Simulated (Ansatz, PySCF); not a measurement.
The PySCF input:
```python
from pyscf import gto, scf, cc

mol = gto.M(
    atom='''
O    -1.05434669   -0.40745506   -0.12561844
C    -0.10444344    0.40406092   -0.04683357
O     1.11194808    0.18461227    0.15144752
H    -0.91558100   -1.37692343   -0.02991756
H    -0.37817902    1.46306326   -0.16957957
H     1.45960960   -0.72776304    0.27386588
''',
    basis='def2-svp',
    charge=1,
    verbose=4,
)

mf = scf.RHF(mol)
mf.kernel()

mycc = cc.CCSD(mf, frozen=3)
mycc.kernel()
et = mycc.ccsd_t()
print('E(CCSD(T)) = %.10f' % (mycc.e_tot + et))
```

### Question
Give the equivalent Ansatz (an electronic-structure program) input.

### Answer
This is not unique; one that fits is 
Ansatz 0.2 input:
```yaml
crystal:
  periodic: [false, false, false]
  atoms:
    - {symbol: O, position_ang: [-1.05434669, -0.40745506, -0.12561844]}
    - {symbol: C, position_ang: [-0.10444344, 0.40406092, -0.04683357]}
    - {symbol: O, position_ang: [1.11194808, 0.18461227, 0.15144752]}
    - {symbol: H, position_ang: [-0.91558100, -1.37692343, -0.02991756]}
    - {symbol: H, position_ang: [-0.37817902, 1.46306326, -0.16957957]}
    - {symbol: H, position_ang: [1.45960960, -0.72776304, 0.27386588]}
basis:
  gaussian:
    orbitals: def2-SVP
total_charge: 1
magnetization: {spin_polarized: false}
correlation: {method: ccsd_t, electrons: outside_noble_gas}
accuracy: high
```

Both were run: PySCF gave -189.436304 Eh and Ansatz -189.436304 Eh, 0.000 mEh apart.
